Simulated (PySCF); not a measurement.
PySCF input (BP86/6-31G* with LANL2DZ past Ar (5d)):

```python
from pyscf import gto, dft

mol = gto.M(
    atom='''
    Al   -0.00000000   -0.00000000   -1.16094100
    O    -0.00000000   -0.00000000   -2.75813000
    Br    0.00000000    0.00000000    1.06163600
    ''',
    basis={'default': '6-31g*', 'Br': 'lanl2dz'},
    ecp={'Br': 'lanl2dz'},
    charge=0,
    spin=0,
    verbose=4,
)

mf = dft.RKS(mol, xc='bp86')
mf.grids.level = 3
mf.conv_tol = 1e-9
mf.max_cycle = 100
mf.max_memory = 1500
mf.kernel()
if not mf.converged:
    mf = mf.newton()
    mf.kernel(mf.make_rdm1())
mf.dip_moment()
```

From the output:

```
  HOMO = -0.760620538039458  LUMO = -0.56605524566901  gap/eV = 5.29439
cycle= 100 E= -301.915039502967  delta_E= 0.138  |g|= 5.62  |ddm|= 0.178
SCF not converged.
SCF energy = -301.915039502967

WARN: Newton solver expects mo_coeff with mo_occ as initial guess but mo_occ is not found in the arguments.
      The given argument is treated as density matrix.

******** <class 'pyscf.soscf.newton_ah.SecondOrderRKS'> ********
method = SecondOrderRKS
initial guess = minao
damping factor = 0
level_shift factor = 0
DIIS = <class 'pyscf.scf.diis.CDIIS'>
diis_start_cycle = 1
diis_space = 8
diis_damp = 0
SCF conv_tol = 1e-09
SCF conv_tol_grad = None
SCF max_cycles = 100
direct_scf = True
direct_scf_tol = 1e-13
XC library pyscf.dft.libxc version 7.1.2
    S. Lehtola, C. Steigemann, M. J. T. Oliveira, and M. A. L. Marques,  SoftwareX 7, 1–5 (2018)
XC functionals = bp86
    A. D. Becke,  Phys. Rev. A 38, 3098 (1988)
    J. P. Perdew,  Phys. Rev. B 33, 8822 (1986)
    J. P. Perdew,  Phys. Rev. B 34, 7406–7406 (1986)
radial grids:
    Treutler-Ahlrichs [JCP 102, 346 (1995); DOI:10.1063/1.469408] (M4) radial grids

becke partition: Becke, JCP 88, 2547 (1988); DOI:10.1063/1.454033
pruning grids: <function nwchem_prune>
grids dens level: 3
symmetrized grids: False
atomic radii adjust function: <function treutler_atomic_radii_adjust>
small_rho_cutoff = 0
******** <class 'pyscf.dft.rks.RKS'> Newton solver flags ********
SCF tol = 1e-09
conv_tol_grad = None
max. SCF cycles = 100
direct_scf = True
direct_scf_tol = 1e-13
max_cycle_inner = 12
max_stepsize = 0.05
ah_start_tol = 1e+09
ah_level_shift = 0
ah_conv_tol = 1e-12
ah_lindep = 1e-14
ah_start_cycle = 1
ah_max_cycle = 40
ah_grad_trust_region = 2.5
kf_interval = 4
kf_trust_region = 5
canonicalization = True
Set conv_tol_grad to 3.16228e-05
  HOMO = -0.693787607598352  LUMO = -0.429692676235977  gap/eV = 7.18639
Initial guess E= -305.048285389232  |g|= 2.46539
macro= 0  E= -307.868650943616  delta_E= -2.82037  |g|= 3.39583  2 KF 14 JK
macro= 1  E= -321.5801089143  delta_E= -13.7115  |g|= 6.2201  3 KF 15 JK
macro= 2  E= -327.356887668624  delta_E= -5.77678  |g|= 2.54377  3 KF 15 JK
macro= 3  E= -329.792278753182  delta_E= -2.43539  |g|= 1.19953  3 KF 15 JK
macro= 4  E= -330.729554464808  delta_E= -0.937276  |g|= 0.510438  3 KF 16 JK
macro= 5  E= -330.89094307942  delta_E= -0.161389  |g|= 0.102479  3 KF 11 JK
macro= 6  E= -330.892175843956  delta_E= -0.00123276  |g|= 3.1765e-05  5 KF 22 JK
macro= 7  E= -330.892175843956  delta_E= -2.84217e-13  |g|= 7.25334e-06  1 KF 2 JK
Canonicalize SCF orbitals
macro X = 8  E=-330.892175843956  |g|= 7.25334e-06  total 24 KF 119 JK
converged SCF energy = -330.892175843956
Dipole moment(X, Y, Z, Debye): -0.00002, -0.00001,  2.91876
```

The geometry given is a B3LYP-D3(BJ)/def2-TZVP minimum.
